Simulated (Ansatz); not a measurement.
Computed with Ansatz on PBE0-D4/def2-TZVP structures; ΔE is electronic, products minus reactants. CBS: MP2 limit from def2 TZ/QZ plus the TZ coupled-cluster correction, frozen cores. This one scheme is used for every species. DFT in def2-TZVPP. B3LYP here is the variant with VWN-RPA as its local correlation; programs differ in this. Each species was taken in one conformer, which may not be the lowest.

Reaction (ligand exchange at the Si–O bond): `N[SiH2]O[SiH](N)F` + `N[SiH](O)Cl` → `N[SiH2]O[SiH](N)Cl` + `N[SiH](O)F`

```csv
level,ΔE (kcal/mol),difference from CCSD(T)/CBS
PBE-D4,0.0,-0.1
r2SCAN-D4,-0.1,-0.2
PBE0-D4,0.0,-0.1
B3LYP-D4,-0.1,-0.2
ωB97X-V,0.1,0.0
ωB97M-V,0.1,0.0
B2PLYP,0.3,0.2
PBE,0.4,0.3
r2SCAN,0.1,0.0
PBE0,0.4,0.3
B3LYP,0.5,0.4
HF/def2-TZVPP,0.3,0.2
MP2/def2-TZVPP,-0.1,-0.2
SCS-MP2/def2-TZVPP,-0.1,-0.2
CCSD/def2-TZVPP,0.1,0.0
CCSD(T)/def2-TZVPP,0.0,-0.1
HF/def2-QZVPP,0.3,0.2
MP2/def2-QZVPP,0.0,-0.1
SCS-MP2/def2-QZVPP,0.0,-0.1
HF/CBS(def2),0.3,0.2
MP2/CBS(def2),0.0,-0.1
CCSD/CBS(def2),0.2,0.1
CCSD(T)/CBS,0.1,0
```

Largest T1 diagnostic among the species: 0.011.
